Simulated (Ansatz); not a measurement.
`C[O][Ga]([CH3])[F]` and `[CH3][Ga]([F])[I]` differ in one atom or group.

Ansatz, PBE0-D4/def2-TZVP geometries, multiplicity 1. Each molecule was computed in one conformer, which needn't be the lowest.

Elements past krypton have def2 core potentials. Scalar relativity is left out up to krypton. Spin–orbit coupling is left out; it splits and shifts lone-pair levels of the heavy atoms by tenths of an eV.

```tsv
property	`C[O][Ga]([CH3])[F]`
LUMO energy (ωB97M-V/def2-TZVPP) / eV	1.29
HOMO energy (PBE0/def2-TZVPP) / eV	-8.02
size of the dipole moment (ωB97M-V/def2-TZVPP) / D	3.69
HOMO–LUMO gap (B3LYP/def2-TZVPP) / eV	7.09
size of the dipole moment (PBE/def2-TZVPP) / D	3.55
LUMO energy (B3LYP/def2-TZVPP) / eV	-0.71
```

Problem. Give the same properties after the change, and the shifts. (Best estimate.)

Solution. The calculation gave: 
```csv
property,`[CH3][Ga]([F])[I]`,shift
LUMO energy (ωB97M-V/def2-TZVPP) / eV,0.52,-0.77
HOMO energy (PBE0/def2-TZVPP) / eV,-7.81,0.21
size of the dipole moment (ωB97M-V/def2-TZVPP) / D,2.78,-0.91
HOMO–LUMO gap (B3LYP/def2-TZVPP) / eV,6.10,-0.99
size of the dipole moment (PBE/def2-TZVPP) / D,2.70,-0.85
LUMO energy (B3LYP/def2-TZVPP) / eV,-1.45,-0.74
```

With PBE0 the HOMO rises by 0.21 eV and the LUMO falls by 0.84 eV, so the gap narrows by about 1.05 eV. PBE moves the HOMO by -0.16 eV and ωB97M-V by 0.50 eV. Dipoles are sizes alone; their direction can turn.

B3LYP here is the variant with VWN-RPA as its local correlation; programs differ in this.
